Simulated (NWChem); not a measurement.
System: GeSiH$_{5}$, doublet; SMILES [SiH2][GeH3]

Here is an NWChem input.

```
start job
memory heap 200 mb stack 900 mb global 1100 mb
geometry units angstroms noautoz
  Si     0.138495    -1.591740     0.022413
  Ge     0.037141     0.781022     0.014118
  H      1.003583    -2.158065    -1.059606
  H     -1.205476    -2.249587    -0.005778
  H     -0.799316     1.265540     1.212727
  H      1.459592     1.357617     0.138026
  H     -0.600909     1.330674    -1.279987
end
basis spherical
  Si library aug-cc-pvdz
  Ge library aug-cc-pvdz
  H library aug-cc-pvdz
end
dft
  odft
  mult 2
  xc pbe0
  iterations 150
  mulliken
end
task dft energy
```

Output (shortened):

```
             Northwest Computational Chemistry Package (NWChem) 7.3.0
             --------------------------------------------------------

 CS  symmetry detected

                             Geometry "geometry" -> ""
                             -------------------------

 Output coordinates in angstroms (scale by  1.889725989 to convert to a.u.)

  No.       Tag          Charge          X              Y              Z
 ---- ---------------- ---------- -------------- -------------- --------------
    1 Si                  14.0000     0.06025395    -1.63701206     0.00000000
    2 Ge                  32.0000     0.00689403     0.73732862     0.00000000
    3 H                    1.0000    -0.54327999    -2.25009424     1.22462960
    4 H                    1.0000    -0.54327999    -2.25009424    -1.22462960
    5 H                    1.0000     0.72937359     1.26895166    -1.25161065
    6 H                    1.0000     0.72937359     1.26895166     1.25161065
    7 H                    1.0000    -1.43635137     1.28593794     0.00000000

 Effective nuclear repulsion energy (a.u.)     161.5062311149

      Symmetry information
      --------------------

 Group name             Cs
 Group number              2
 Group order               2
 No. of unique centers     5

                                 NWChem DFT Module
                                 -----------------

 Summary of "ao basis" -> "ao basis" (spherical)
 ------------------------------------------------------------------------------
       Tag                 Description            Shells   Functions and Types
 ---------------- ------------------------------  ------  ---------------------
 Si                       aug-cc-pvdz               11       27   5s4p2d
 Ge                       aug-cc-pvdz               14       36   6s5p3d
 H                        aug-cc-pvdz                5        9   3s2p

      Symmetry analysis of basis
      --------------------------

        a'         69
        a"         39

            General Information
            -------------------
          SCF calculation type: DFT
          Wavefunction type:  spin polarized.
          No. of atoms     :     7
          No. of electrons :    51
           Alpha electrons :    26
            Beta electrons :    25
          Charge           :     0
          Spin multiplicity:     2
          Use of symmetry is: on ; symmetry adaption is: on
          Maximum number of iterations: 150
          AO basis - number of functions:   108
                     number of shells:    50
          Convergence on energy requested:  1.00D-06
          Convergence on density requested:  1.00D-05
          Convergence on gradient requested:  5.00D-04

              XC Information
              --------------
                         PBE0 Method XC Functional
                     Hartree-Fock (Exact) Exchange  0.250
          PerdewBurkeErnzerhof Exchange Functional  0.750
            Perdew 1991 LDA Correlation Functional  1.000 local
           PerdewBurkeErnz. Correlation Functional  1.000 non-local

             Grid Information
             ----------------
          Grid used for XC integration:  medium
          Radial quadrature: Mura-Knowles
          Angular quadrature: Lebedev.
          Tag              B.-S. Rad. Rad. Pts. Rad. Cut. Ang. Pts.
          ---              ---------- --------- --------- ---------
          Si                  1.10       88          15.0       590
          Ge                  1.25      112          15.0       590
          H                   0.35       45          16.0       434
          Grid pruning is: on
          Number of quadrature shells:   335
          Spatial weights used:  Erf1

      Superposition of Atomic Density Guess
      -------------------------------------

 Sum of atomic energies:       -2366.61099036

      Non-variational initial energy
      ------------------------------

 Total energy =   -2367.125899
 1-e energy   =   -3618.534260
 2-e energy   =    1089.902130
 HOMO         =      -0.144916
 LUMO         =       0.024479

   Symmetry analysis of molecular orbitals - initial alpha
   -------------------------------------------------------

  Numbering of irreducible representations:

     1 a'          2 a"

  Orbital symmetries:

     1 a'          2 a'          3 a'          4 a"          5 a'
     6 a'          7 a'          8 a'          9 a"         10 a'
    11 a'         12 a"         13 a'         14 a'         15 a'
    16 a"         17 a'         18 a"         19 a'         20 a'
    21 a'         22 a"         23 a'         24 a"         25 a'
    26 a'         27 a'         28 a'         29 a"         30 a'
    31 a"         32 a'         33 a"         34 a'         35 a'
    36 a"

   Symmetry analysis of molecular orbitals - initial beta
   ------------------------------------------------------

  Numbering of irreducible representations:

     1 a'          2 a"

  Orbital symmetries:

     1 a'          2 a'          3 a'          4 a"          5 a'
     6 a'          7 a'          8 a'          9 a"         10 a'
    11 a'         12 a"         13 a'         14 a'         15 a'
    16 a"         17 a'         18 a"         19 a'         20 a'
    21 a'         22 a"         23 a'         24 a"         25 a'
    26 a'         27 a'         28 a'         29 a"         30 a'
    31 a"         32 a'         33 a"         34 a'         35 a'
    36 a"

     ---------------------------------------------
      Total Density - Mulliken Population Analysis
     ---------------------------------------------

[...]
```

Level: PBE0/aug-cc-pVDZ, spin-unrestricted. Coordinates come from a PBE0/def2-SVP, spin-unrestricted optimisation. No stability test was run on the SCF state.
